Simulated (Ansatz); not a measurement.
A nudged elastic band was laid between two geometries of F3H2NTi + H2S (10 atoms, charge 0, multiplicity 1).

Method: Ansatz 0.2.0, RKS B3LYP-D4/def2-SVP.

| Quantity | Value |
| --- | --- |
| movable images | 6 |
| climbing image | no |
| spring | 5.0 eV/Å² |
| optimiser | quadratic models (default) |
| start path | through a guess of the saddle point |
| force threshold | 0.05 eV/Å |
| iteration limit | 60 |
| end points | relaxed |

First end point:

```xyz
10
Properties=species:S:1:pos:R:3
Ti 0.425 -0.083 -0.001
N 0.190 0.139 1.809
H 0.892 0.046 2.542
H -0.727 0.420 2.175
F 1.875 -1.021 -0.246
F 0.584 1.482 -0.782
F -1.049 -0.825 -0.630
S -3.318 0.231 1.738
H -2.841 -0.252 0.566
H -3.257 -0.988 2.322
```

Last end point:

```xyz
10
Properties=species:S:1:pos:R:3
Ti -0.300 0.202 -0.063
N -0.572 -0.582 2.094
H -1.222 -1.366 2.175
H 0.346 -0.921 2.391
F 0.901 1.189 0.760
F -0.225 0.837 -1.686
F 0.137 -1.483 -0.314
S -2.561 0.791 0.065
H -2.871 0.349 1.305
H -0.858 0.133 2.766
```

(1) What changes between the two ends?

(2) Give the energies along the band, and the barrier.

(3) What is the geometry of the highest image?

Answers

(1) Bonds broken: S8–H10. Bonds formed: Ti1–S8, N2–H10. F3H2NTi + H2S becomes F3H4NSTi.

(2) The forces met the threshold. The highest image is number 3 of 0 to 7, 1.9 kcal/mol above the first end and 18.7 kcal/mol above the last; the last end lies 16.7 kcal/mol below the first. No image climbed, so the highest image needn't sit at the top of the path. The orbitals stay closed-shell, which can raise the energy where a bond breaks towards radicals; this wasn't checked here.

```tsv
image	path coordinate (Å)	energy (kcal/mol)	S8–H10 (Å)	Ti1–S8 (Å)	N2–H10 (Å)
0	0.00	0.0	1.35	4.14	3.66
1	1.52	0.2	1.35	3.65	3.66
2	3.03	1.8	1.35	3.28	3.46
3	4.56	1.9	1.35	3.52	2.64
4	6.10	1.3	2.11	2.65	1.09
5	7.63	-10.5	2.76	2.39	1.02
6	9.16	-15.6	3.01	2.34	1.02
7	10.69	-16.7	3.26	2.34	1.02
```

(3) 
```xyz
10
Properties=species:S:1:pos:R:3
Ti 0.166 -0.169 0.152
N 0.105 -0.207 2.012
H 0.128 -1.063 2.565
H 0.235 0.609 2.609
F 1.726 -0.798 -0.333
F 0.100 1.481 -0.402
F -0.971 -1.345 -0.493
S -3.158 0.729 0.872
H -3.118 -0.575 0.518
H -2.438 0.487 1.991
```

Run time: 6.6 min on 4 threads of Arm Neoverse V2, on a shared host, peak memory 0.37 GiB.
